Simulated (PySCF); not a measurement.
## From computed data to an observable: dipole moment from atomic charges

CH3Cl2NSi2, SMILES N1=C[SiH2][Si]1(Cl)Cl. Atoms are numbered in the order given.

```xyz
9

Cl     1.4261    -0.1192     1.6782
Si     0.2299     0.0200     0.0000
Cl     1.4261    -0.1192    -1.6782
N     -0.7369     1.5349     0.0000
C     -1.9423     1.0729     0.0000
Si    -1.9351    -0.8676     0.0000
H     -2.7985     1.7749     0.0000
H     -2.5013    -1.5188    -1.2175
H     -2.5013    -1.5188     1.2175
```

Coordinates come from a B3LYP-D3(BJ)/def2-SVP optimisation. This is a generated structure with no PubChem entry under its InChIKey; it may be hypothetical.

Charges (e) from PBE/def2-TZVP in PySCF:

| atom | IAO | ESP fit |
|---|---|---|
| Cl1 | -0.269 | -0.070 |
| Si2 | 0.882 | 0.228 |
| Cl3 | -0.269 | -0.070 |
| N4 | -0.496 | -0.392 |
| C5 | -0.186 | 0.223 |
| Si6 | 0.339 | 0.022 |
| H7 | 0.152 | 0.057 |
| H8 | -0.076 | 0.001 |
| H9 | -0.076 | 0.001 |

The dipole moment of the full density is 2.65 D.

**Question.** What dipole moment does each set of point charges give, and which comes closer to that of the density?

**Answer.** 
μ = Σ q r, and 1 e Å = 4.8032 D.
IAO: Σ q r = (-0.539, -0.673, 0.000) e Å, |μ| = 4.14 D.
ESP fit: Σ q r = (-0.499, -0.262, 0.000) e Å, |μ| = 2.71 D.
ESP fit comes closer in size. Point charges leave out the atoms' own dipoles (lone pairs, polarised bonds); fits to the potential absorb them, partitions of the density don't.
